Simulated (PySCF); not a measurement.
Method: core-valence-separated Tamm–Dancoff BHandHLYP/aug-pcX-1 (pcseg-1 on H, def2-SVPD on Se) in PySCF, non-relativistic, gas phase, PBE0-D3(BJ)/def2-SVP geometry. The energies are unshifted.

Main lines of an unknown, eV (oscillator strength): C K: 282.7 (0.056), 283.3 (0.065), 285.0 (0.052), 285.4 (0.010), 285.7 (0.043). Listed: the first five lines at most of each edge with a tenth or more of its strongest line's intensity; roots within 0.03 eV on the same or equivalent atoms are summed. Only the lowest roots were sought, and the top ones are left out.

Question: Which candidate gives them?
A. `C(C)C(C)=[Se]`
B. `C=C[Se]CC`

Answer: B. 

- `C=C[Se]CC`: C K: 282.7 (0.056), 283.3 (0.065), 285.0 (0.052), 285.4 (0.010), 285.7 (0.043). First C line listed at 282.7 eV, hole on the terminal =CH2 carbon (1s→π*).
- `CCC(C)=[Se]`: C K: 281.8 (0.078), 284.1 (0.008), 285.6 (0.010), 285.7 (0.011), 286.0 (0.018). First C line listed at 281.8 eV, hole on the carbon bonded to 2 C and Se (1s→π*).

One conformer each; other structures than these candidates weren't tested.

Shape of the structure used: `[CH2:1]=[CH:2][Se:3][CH2:4][CH3:5]`: C1–C2–Se3–C4 -4°, C2–Se3–C4–C5 -77°.
